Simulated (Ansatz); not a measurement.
Born–Oppenheimer molecular dynamics of C₂H₇NSi (11 atoms, charge 0, multiplicity 1). It starts at the highest image of a converged band. Of that band: Neighbouring images differ by up to 2.4 eV, so the band resolves the path poorly. A vibrational analysis at the climbing image gives one clearly imaginary mode, 1848i cm⁻¹: a first-order saddle point.

Method: UKS B3LYP/def2-SVP (Ansatz 0.2.0).

| Quantity | Value |
| --- | --- |
| ensemble | NVE (velocity Verlet) |
| time step | 0.5 fs |
| steps asked | 200 |
| starting velocities drawn for | 100 K |
| seed | 11850 |

First frame:

```xyz
11
Properties=species:S:1:pos:R:3
C -0.311 1.385 -0.446
N 0.036 -0.016 -0.307
C 0.354 -0.644 0.974
Si -0.907 -1.646 -0.488
H -0.565 1.612 -1.493
H 0.528 2.034 -0.142
H -1.185 1.630 0.192
H 1.365 -0.457 1.380
H 0.883 -1.043 -0.171
H -0.393 -0.624 1.793
H 0.260 -2.288 -1.270
```

**Question.** How far do the bonds stretch over the last three quarters of this one trajectory? (Pairs bonded in most of those frames.)

**Answer.** 
```
   bond  mean (Å)  spread (Å)  shortest  longest
  C1–N2     1.480       0.066      1.36     1.59
  C1–H5     1.107       0.011      1.08     1.14
  C1–H6     1.110       0.008      1.10     1.13
  C1–H7     1.112       0.014      1.08     1.14
  N2–C3     1.489       0.064      1.38     1.61
 N2–Si4     1.780       0.072      1.65     1.88
  C3–H8     1.113       0.031      1.05     1.18
  C3–H9     1.187       0.158      0.92     1.44
 C3–H10     1.132       0.049      1.03     1.22
Si4–H11     1.583       0.022      1.54     1.62
```

Mean temperature of the second half: 1731 K. The conserved energy stayed within 1.4 meV per atom of its start (net change 0.28 meV per atom), so the integration is sound. The system heated up, since it started high on the potential surface and ran downhill. A run of 0.1 ps of so small a system gives no equilibrium averages. The orbitals stay closed-shell, which can raise the energy where a bond breaks towards radicals; this wasn't checked here.

Time of the run: 11 min on 2 threads of Arm Neoverse V1, with other jobs on the host, peak memory 0.26 GiB.
